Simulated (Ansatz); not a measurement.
`NC1(F)O[SiH2]1`, relaxed with RKS PBE0-D4/def2-TZVP in the Gaussian-basis code of Ansatz from a PBE-D4/def2-SVP geometry. The force threshold is 0.005 eV/Å; the program also tests the step.

The species carries charge 0 and has multiplicity 1.

Start:

```xyz
9

N    -0.279   -0.919    1.165
C    -0.257    0.211    0.327
F    -0.650    1.394    0.957
O    -0.958    0.033   -0.885
Si    0.718    0.340   -1.246
H    -1.251   -1.160    1.410
H     0.245   -0.746    2.030
H     0.977    1.659   -1.902
H     1.454   -0.812   -1.855
```

Task: By how much does the energy fall, and how many steps does the optimiser take? (Best estimate.)

Result: Computed: 6.90 kJ/mol, in 9 steps.

Task: Which bonds change most? (An estimate is asked.)

Result: The calculation gave: O4–Si5 from 1.742 to 1.681 Å; C2–Si5 from 1.855 to 1.820 Å; Si5–H9 from 1.497 to 1.478 Å; Si5–H8 from 1.496 to 1.477 Å.

Task: Give the relaxed structure. (Estimate.)

Result: Ansatz gave: 
```xyz
9

N    -0.290   -0.907    1.155
C    -0.244    0.212    0.320
F    -0.672    1.373    0.935
O    -0.939    0.036   -0.899
Si    0.680    0.332   -1.244
H    -1.246   -1.111    1.433
H     0.284   -0.778    1.977
H     0.977    1.638   -1.866
H     1.450   -0.795   -1.811
```
